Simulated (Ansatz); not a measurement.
Consider the cleavage of the Ga–Si bond: `P[SiH2][GaH2]` + CH₃OH → `C[O][GaH2]` + `[SiH3]P`.

Computed with Ansatz on PBE0-D4/def2-TZVP structures; ΔE is electronic, products minus reactants. CCSD(T)/CBS is the MP2 limit (def2-TZVPP, def2-QZVPP) plus CCSD(T) − MP2 in def2-TZVPP, frozen cores. This one scheme is used for every species. Functionals use def2-TZVPP. B3LYP here is the variant with VWN-RPA as its local correlation; programs differ in this. For Ga outer-core shells are correlated without core-valence functions, which leaves a few kJ/mol of doubt a bond. Scalar relativity is left out up to krypton. Each species was taken in one conformer, which may not be the lowest.

```json
{"level": "BLYP-D4", "ΔE (kJ/mol)": "-54.0"}
{"level": "revPBE", "ΔE (kJ/mol)": "-39.2"}
{"level": "PBE0", "ΔE (kJ/mol)": "-38.6"}
{"level": "B3LYP", "ΔE (kJ/mol)": "-53.8"}
{"level": "r2SCAN0", "ΔE (kJ/mol)": "-47.1"}
{"level": "SCS-MP2/def2-TZVPP", "ΔE (kJ/mol)": "-62.0"}
{"level": "MP2/def2-QZVPP", "ΔE (kJ/mol)": "-57.2"}
{"level": "MP2/CBS(def2)", "ΔE (kJ/mol)": "-54.9"}
```

(1) What does CCSD(T)/CBS give? (Estimate.)

Largest T1 diagnostic among the species: 0.015.

Results:

(1) Computed: -49.8 kJ/mol. The listed levels differ from it by -4.2, 10.6, 11.2, -4.0, 2.7, -12.2, -7.4, -5.1 kJ/mol.

From r2SCAN to r2SCAN0 (25 % exact exchange), in def2-TZVPP and without D4, ΔE moves by +4.6 kJ/mol. Leaving LDA and LC-ωPBE aside and taking each functional with its dispersion term where it has one, the values, not all of them listed here, spread over 21.6 kJ/mol, from B2PLYP to HSE06-D4. LDA lies −5.1 kJ/mol from PBE without D4.
